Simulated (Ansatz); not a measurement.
Compare A (`C[SiH](S)C=O`) with its isomer B (`S[SiH]1CCO1`).

Isolated molecules relaxed with PBE0-D4/def2-TZVP in Ansatz; ΔE leaves out vibrations. CBS: MP2 limit from def2 TZ/QZ plus the TZ coupled-cluster correction, frozen cores. Functionals use def2-TZVPP. B3LYP here is the variant with VWN-RPA as its local correlation; programs differ in this. One conformer a species, not always the lowest.

(1) Which is lower in electronic energy at CCSD(T)/CBS, and by how much? (An estimate is asked.)

(2) Give E(B) − E(A) in kcal/mol with B3LYP-D4, r2SCAN-D4, HF/def2-TZVPP, PBE-D4, CCSD/def2-TZVPP, PBE0-D4, B2PLYP. (Estimate.)

Largest T1 diagnostic: 0.014.

Answers

(1) The calculation gave: B, by 20.2 kcal/mol.

(2) The calculation gave: B3LYP-D4 -16.4, r2SCAN-D4 -19.4, HF/def2-TZVPP -17.1, PBE-D4 -17.4, CCSD/def2-TZVPP -19.9, PBE0-D4 -20.8, B2PLYP -18.0. None reverses the order clearly.

In def2-TZVPP, CCSD(T) changes the Hartree–Fock value by −2.4 kcal/mol (the triples alone add +0.4 kcal/mol) and MP2 by −4.7 kcal/mol. From PBE to PBE0 (25 % exact exchange), in def2-TZVPP and without D4, E(B) − E(A) moves by −3.5 kcal/mol.
